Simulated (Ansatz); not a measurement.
Calculated with Ansatz (gas phase, PBE0-D4/def2-TZVP geometries, no zero-point term in ΔE). CBS: MP2 limit from def2 TZ/QZ plus the TZ coupled-cluster correction, frozen cores. This one scheme is used for every species. DFT in def2-TZVPP. B3LYP here is the variant with VWN-RPA as its local correlation; programs differ in this. HSE06 is defined as in plane-wave codes. For Ge outer-core shells are correlated without core-valence functions, which leaves a few kJ/mol of doubt a bond. Scalar relativity is left out up to krypton. One conformer a species, not always the lowest.

Consider the cleavage of the Si–Al bond: `[OH][Al]([SiH3])[Cl]` + `[NH2][Ge][OH]` → `[NH2][Ge][O][SiH3]` + `[OH][AlH][Cl]`.

| level | ΔE (kcal/mol) | difference from CCSD(T)/CBS |
| --- | --- | --- |
| LDA (SPW92) | -17.5 | 5.5 |
| PBE-D4 | -16.8 | 6.2 |
| revPBE-D4 | -17.4 | 5.6 |
| r2SCAN-D4 | -21.7 | 1.3 |
| B97M-V | -24.6 | -1.6 |
| PBE0-D4 | -18.7 | 4.3 |
| r2SCANh-D4 | -22.0 | 1.0 |
| r2SCAN0-D4 | -22.4 | 0.6 |
| HSE06-D4 | -18.7 | 4.3 |
| BHLYP-D4 | -25.6 | -2.6 |
| CAM-B3LYP-D4 | -24.5 | -1.5 |
| ωB97M-V | -23.8 | -0.8 |
| B2PLYP | -24.0 | -1.0 |
| PBE-QIDH | -22.1 | 0.9 |
| PBE | -16.5 | 6.5 |
| revPBE | -16.1 | 6.9 |
| BLYP | -21.2 | 1.8 |
| r2SCAN | -21.6 | 1.4 |
| B3LYP | -22.6 | 0.4 |
| r2SCANh | -21.9 | 1.1 |
| r2SCAN0 | -22.3 | 0.7 |
| HSE06 | -18.5 | 4.5 |
| BHLYP | -25.3 | -2.3 |
| CAM-B3LYP | -24.3 | -1.3 |
| LC-ωPBE | -20.8 | 2.2 |
| RPA@PBE/def2-TZVPP | -23.4 | -0.4 |
| HF/def2-SVP | -26.6 | -3.6 |
| MP2/def2-SVP | -24.6 | -1.6 |
| CCSD/def2-SVP | -22.9 | 0.1 |
| CCSD(T)/def2-SVP | -22.6 | 0.4 |
| HF/def2-TZVPP | -28.5 | -5.5 |
| SCS-MP2/def2-TZVPP | -26.1 | -3.1 |
| CCSD/def2-TZVPP | -23.6 | -0.6 |
| CCSD(T)/def2-TZVPP | -23.0 | 0.0 |
| HF/def2-QZVPP | -29.1 | -6.1 |
| MP2/def2-QZVPP | -25.4 | -2.4 |
| SCS-MP2/def2-QZVPP | -26.3 | -3.3 |
| HF/CBS(def2) | -29.2 | -6.2 |
| MP2/CBS(def2) | -25.2 | -2.2 |
| CCSD/CBS(def2) | -23.6 | -0.6 |
| CCSD(T)/CBS | -23.0 | 0 |

Largest T1 diagnostic among the species: 0.014.

From r2SCAN to r2SCAN0 (25 % exact exchange), in def2-TZVPP and without D4, ΔE moves by −0.7 kcal/mol. Leaving LDA and LC-ωPBE aside and taking each functional with its dispersion term where it has one, the values spread over 8.8 kcal/mol, from BHLYP-D4 to PBE-D4. LDA lies −1.0 kcal/mol from PBE without D4.
